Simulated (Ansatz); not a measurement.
`OBC[SiH3]` and `BCCBO` differ in one atom or group.

Ansatz, PBE0-D4/def2-TZVP geometries, multiplicity 1. Each molecule was computed in one conformer, which needn't be the lowest.

```tsv
property	`OBC[SiH3]`
HOMO energy (PBE0/def2-TZVPP) / eV	-8.54
HOMO–LUMO gap (ωB97M-V/def2-TZVPP) / eV	12.53
LUMO energy (ωB97M-V/def2-TZVPP) / eV	1.70
LUMO energy (PBE/def2-TZVPP) / eV	-1.13
HOMO energy (B3LYP/def2-TZVPP) / eV	-8.34
LUMO energy (PBE0/def2-TZVPP) / eV	-0.16
```

Question: Give the same properties after the change, and the shifts. (Best estimate.)

Answer: Ansatz gave: 
| property | `BCCBO` | shift |
| --- | --- | --- |
| HOMO energy (PBE0/def2-TZVPP) / eV | -8.11 | 0.43 |
| HOMO–LUMO gap (ωB97M-V/def2-TZVPP) / eV | 11.01 | -1.52 |
| LUMO energy (ωB97M-V/def2-TZVPP) / eV | 0.59 | -1.11 |
| LUMO energy (PBE/def2-TZVPP) / eV | -2.34 | -1.21 |
| HOMO energy (B3LYP/def2-TZVPP) / eV | -7.93 | 0.41 |
| LUMO energy (PBE0/def2-TZVPP) / eV | -1.31 | -1.15 |

With PBE0 the HOMO rises by 0.43 eV and the LUMO falls by 1.15 eV, so the gap narrows by about 1.58 eV. PBE moves the HOMO by 0.42 eV and ωB97M-V by 0.39 eV.

B3LYP here is the variant with VWN-RPA as its local correlation; programs differ in this.
